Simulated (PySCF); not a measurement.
All values below come from PBE-D3(BJ)/def2-TZVP // PBE0-D3(BJ)/def2-TZVP (PySCF 2.14.0). Gas-phase values, no solvent. One relaxed conformer stands for a flexible species; it need not be the lowest. 

Reference species (SMILES): `CC(O)O` (O–C–O–H torsion 74°, O–C–O–H torsion -74°) (neutral, multiplicity 1).

The HOMO is -6.56 eV and the HOMO–LUMO gap is 6.25 eV.

Changed species: `COCO` (C–O–C–O torsion 68°, O–C–O–H torsion 64°).

Q: What does the change do to the HOMO and HOMO–LUMO gap?

A: the HOMO increases by 0.30 eV, to -6.26 eV; the HOMO–LUMO gap rises by 0.37 eV, to 6.62 eV.
